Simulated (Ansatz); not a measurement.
Hf₃O₁₁H₁₀, a hydroxylated oxide cluster, relaxed as a singlet with RKS r2SCAN-D4/def2-SVP in Ansatz, starting from the GFN2-xTB geometry. Force threshold 0.03 eV/Å.

In the def2 sets Hf takes a core potential; there is no spin–orbit coupling.

Start:

```csv
atom,x (Å),y (Å),z (Å)
Hf1,1.709,-0.109,0.263
Hf2,-1.122,-1.333,0.630
Hf3,-0.751,1.137,-1.225
O4,-1.107,2.993,-1.038
O5,3.290,-0.646,-0.663
O6,-1.335,1.157,-3.036
O7,1.490,1.647,-0.925
O8,-2.491,0.150,-0.393
O9,0.917,-1.829,1.355
O10,2.757,0.437,1.763
O11,-1.966,-2.848,-0.145
O12,0.060,-0.689,-0.925
O13,-1.870,-1.623,2.356
O14,-0.264,0.828,1.235
H15,-0.559,3.438,-0.376
H16,3.857,-1.262,-0.181
H17,-1.607,2.047,-3.297
H18,2.098,1.652,-1.680
H19,-3.199,-0.148,-0.985
H20,1.025,-1.824,2.320
H21,3.620,0.813,1.548
H22,-1.624,-2.961,-1.045
H23,-2.522,-2.334,2.370
H24,-0.407,1.306,2.074
```

```json
{"step": "1", "energy (eV)": "-26596.9272", "largest force component (eV/Å)": "2.019", "SCF passes": "23"}
{"step": "2", "energy (eV)": "-26598.1634", "largest force component (eV/Å)": "1.387", "SCF passes": "25"}
{"step": "3", "energy (eV)": "-26598.4915", "largest force component (eV/Å)": "0.649", "SCF passes": "26"}
{"step": "4", "energy (eV)": "-26598.7848", "largest force component (eV/Å)": "0.535", "SCF passes": "24"}
{"step": "5", "energy (eV)": "-26598.8998", "largest force component (eV/Å)": "1.103", "SCF passes": "25"}
{"step": "6", "energy (eV)": "-26599.0658", "largest force component (eV/Å)": "0.199", "SCF passes": "26"}
{"step": "7", "energy (eV)": "-26599.1289", "largest force component (eV/Å)": "0.286", "SCF passes": "25"}
{"step": "8", "energy (eV)": "-26599.1963", "largest force component (eV/Å)": "0.352", "SCF passes": "25"}
{"step": "9", "energy (eV)": "-26599.2264", "largest force component (eV/Å)": "0.459", "SCF passes": "27"}
{"step": "10", "energy (eV)": "-26599.2607", "largest force component (eV/Å)": "0.253", "SCF passes": "26"}
{"step": "11", "energy (eV)": "-26599.2630", "largest force component (eV/Å)": "0.266", "SCF passes": "21"}
{"step": "12", "energy (eV)": "-26599.2692", "largest force component (eV/Å)": "0.173", "SCF passes": "20"}
{"step": "13", "energy (eV)": "-26599.2771", "largest force component (eV/Å)": "0.031", "SCF passes": "21"}
{"step": "14", "energy (eV)": "-26599.2781", "largest force component (eV/Å)": "0.116", "SCF passes": "21"}
{"step": "15", "energy (eV)": "-26599.2784", "largest force component (eV/Å)": "0.064", "SCF passes": "20"}
{"step": "16", "energy (eV)": "-26599.2789", "largest force component (eV/Å)": "0.078", "SCF passes": "20"}
{"step": "17", "energy (eV)": "-26599.2796", "largest force component (eV/Å)": "0.025", "SCF passes": "21"}
```

Force components are those of the run's own axes.

End:

```tsv
atom	x (Å)	y (Å)	z (Å)
Hf1	1.823	-0.220	0.171
Hf2	-1.156	-1.411	0.484
Hf3	-0.674	1.286	-1.203
O4	-1.083	3.079	-0.524
O5	3.427	-0.994	-0.595
O6	-1.123	1.388	-3.088
O7	1.477	1.544	-1.033
O8	-2.355	0.102	-0.507
O9	0.860	-1.904	1.128
O10	2.484	0.693	1.815
O11	-1.888	-2.997	-0.360
O12	0.152	-0.658	-1.008
O13	-1.906	-1.451	2.294
O14	-0.221	0.637	0.956
H15	-1.196	3.772	0.127
H16	4.126	-1.431	-1.080
H17	-1.310	1.470	-4.022
H18	1.858	2.410	-0.840
H19	-3.118	-0.108	-1.061
H20	1.035	-2.178	2.038
H21	3.364	0.769	2.196
H22	-2.156	-3.779	-0.841
H23	-2.125	-1.170	3.183
H24	-0.294	1.153	1.770
```

By distances, no bond broke or formed. The bond that changes most is Hf3–O14, from 2.53 to 2.30 Å (atoms count from 1).

No frequencies were taken in this run, so the end may be a saddle point.

Run time 63 s (2 threads of AMD EPYC 7R13 on a shared host and a share (18 GiB) of an NVIDIA H100 80GB HBM3), peak host memory 0.97 GiB.
